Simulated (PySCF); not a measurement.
A side-by-side comparison of computed properties.

First species: C4H10OSi.
SMILES: `C1C[SiH2]CCO1`

Second species: C5H11BO3.
SMILES: `CC(C)OB1OCCO1`

Levels: CAM-B3LYP/def2-SVPD for dipole moment, HOMO energy, LUMO energy, HOMO–LUMO gap, static isotropic polarisability and electronic spatial extent ⟨r²⟩ about the centre of nuclear charge; TDDFT CAM-B3LYP/def2-SVPD for lowest singlet excitation; TDA CAM-B3LYP/def2-SVPD for lowest triplet excitation (Tamm–Dancoff); ΔSCF CAM-B3LYP/def2-SVPD for vertical ionisation energy; PBE0-D3(BJ)/def2-SVP for rotational constant A and rotational constant C. Geometries: PBE0-D3(BJ)/def2-SVP. All species are isolated and taken at one optimised geometry, non-relativistic unless stated. Electronic properties by PySCF.

Dipoles, sizes and rotational constants follow the conformer. The torsions of the flexible species, by atom-mapped SMILES:
- `[CH3:1][CH:2]([CH3:3])[O:4][B:5]1[O:6][CH2:7][CH2:8][O:9]1`: C1–C2–O4–B5 154°, C2–O4–B5–O6 -2°

Values for the first species:

* Dipole moment: 1.41 D
* HOMO energy: -8.86 eV
* LUMO energy: 1.17 eV
* HOMO–LUMO gap: 10.03 eV
* Lowest singlet excitation: 7.08 eV
* Lowest triplet excitation (Tamm–Dancoff): 6.89 eV
* Static isotropic polarisability: 76.1 au
* Vertical ionisation energy: 9.62 eV
* Electronic spatial extent ⟨r²⟩ about the centre of nuclear charge: 698 bohr²
* Rotational constant A: 3.787 GHz
* Rotational constant C: 1.999 GHz

(1) Estimate the same properties for the second species, and the change in each.

Answers

(1) 
```json
{"property": "dipole moment", "first": "1.41 D", "second": "2.18 D", "second less first": "+0.77 D"}
{"property": "HOMO energy", "first": "-8.86 eV", "second": "-9.39 eV", "second less first": "-0.53 eV"}
{"property": "LUMO energy", "first": "1.17 eV", "second": "0.87 eV", "second less first": "-0.30 eV"}
{"property": "HOMO–LUMO gap", "first": "10.03 eV", "second": "10.26 eV", "second less first": "+0.23 eV"}
{"property": "lowest singlet excitation", "first": "7.08 eV", "second": "7.18 eV", "second less first": "+0.10 eV"}
{"property": "lowest triplet excitation (Tamm–Dancoff)", "first": "6.89 eV", "second": "7.01 eV", "second less first": "+0.12 eV"}
{"property": "static isotropic polarisability", "first": "76.1 au", "second": "81.7 au", "second less first": "+5.6 au"}
{"property": "vertical ionisation energy", "first": "9.62 eV", "second": "10.23 eV", "second less first": "+0.61 eV"}
{"property": "electronic spatial extent ⟨r²⟩ about the centre of nuclear charge", "first": "698 bohr²", "second": "1473 bohr²", "second less first": "+775 bohr²"}
{"property": "rotational constant A", "first": "3.787 GHz", "second": "3.901 GHz", "second less first": "+0.114 GHz"}
{"property": "rotational constant C", "first": "1.999 GHz", "second": "0.836 GHz", "second less first": "-1.163 GHz"}
```

On the first: The principal polarisabilities are 67.9, 79.5 and 80.9 au; their mean is the isotropic value.

On the second: The ΔSCF ionisation energy exceeds −ε(HOMO) by 0.84 eV with CAM-B3LYP. No computed singlet falls in the visible range (750 to 380 nm, 1.65 to 3.26 eV); S1 lies 3.92 eV above its blue end.
